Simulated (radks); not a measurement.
The mean radii <r> (bohr) of the occupied orbitals of an atom or ion are listed with their occupations. Calculated with a radial shooting solver on a logarithmic mesh with Libxc functionals: scalar-relativistic Kohn-Sham, LDA (Slater exchange, Perdew-Wang correlation), spin-polarised, spherical densities, finite nucleus; Fermi nuclear charge, rms radius of each element as measured or else 0.836 A^(1/3) + 0.57 fm.

orbital  occ.     <r>
1s up       1  0.1774
1s down     1  0.1770
2s up       1  0.9591
2s down     1  0.9799
2p up       3  0.9660
2p down     1   1.012

Name the element and its charge.

Answer. Z = 9, fluorine, charge +1: F+ in 1s(up 1, down 1) 2s2 2p4. The 1s radius gives Z: for a bare nucleus <r> = (2 gamma + 1)/(2Z) with gamma = sqrt(1 - (Z/c)^2), 0.1664 bohr for Z = 9, and screening makes it slightly larger (0.1774 here). The occupations add up to 8, and the charge is Z minus that.
